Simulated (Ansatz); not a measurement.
IIn (`[In][I]`), relaxed with RKS PBE-D4/def2-SVP in the Gaussian-basis code of Ansatz from a rough embedded geometry. The force threshold is 0.03 eV/Å; the program also tests the step.

Charge 0, multiplicity 1. In, I: def2 effective core potential.

Start:

```xyz
2

In    0.100    0.032    1.391
I    -0.100   -0.032   -1.391
```

```json
{"step": "1", "energy (eV)": "-13276.6335", "largest force (eV/Å)": "0.148", "largest move (Å)": "0.000"}
{"step": "2", "energy (eV)": "-13276.6351", "largest force (eV/Å)": "0.002", "largest move (Å)": "0.011"}
```

End:

```xyz
2

In    0.100    0.032    1.401
I    -0.100   -0.032   -1.401
```

Hardware: 4 threads of an AMD EPYC 7R43 on a shared host. Wall time 1.4 s, peak host memory 0.12 GiB.
